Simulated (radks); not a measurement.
Pd3+, configuration [Ar] 3d10 4s2 4p4 4d9 (not the ground configuration).

Calculated with a radial shooting solver on a logarithmic mesh with Libxc functionals: scalar-relativistic Kohn-Sham, r2SCAN, spin-polarised, spherical densities, finite nucleus; open shells are filled with parallel spins first (spin-orbit coupling, left out, can overturn this in heavy ions); meta-GGA in the generalised Kohn-Sham scheme; Fermi nuclear charge, rms radius 4.5318 fm.

Energy parts (hartree):
| part | energy |
|---|---|
| total | -5040.43961 |
| kinetic | 5228.38875 |
| electron-nucleus | -12109.81432 |
| Hartree | 1983.75033 |
| exchange-correlation | -142.76436 |

Orbitals (lengths in bohr, moments of r in powers of bohr; <r^-3> diverges for s and p1/2):
orbital,occ.,eigenvalue (hartree),<r^-3>
1s up,1,-891.6965,-
1s down,1,-891.6706,-
2s up,1,-132.1850,-
2s down,1,-132.1654,-
2p up,3,-118.5987,3506
2p down,3,-118.5695,3506
3s up,1,-25.46238,-
3s down,1,-25.44374,-
3p up,3,-20.95874,621.4
3p down,3,-20.93376,620.3
3d up,5,-13.82122,84.14
3d down,5,-13.78832,84.11
4s up,1,-4.91523,-
4s down,1,-4.74106,-
4p up,3,-3.59724,103.2
4p down,1,-3.43487,101.9
4d up,5,-1.67042,9.577
4d down,4,-1.54693,9.048

The highest occupied level is 4d down at -42.094 eV. The spin density at the nucleus is 1.384 e/bohr^3 (1s -2.186, 2s 0.136, 3s 2.837, 4s 0.598). The electron density at the nucleus is 1.359e+05 e/bohr^3 (large components only).
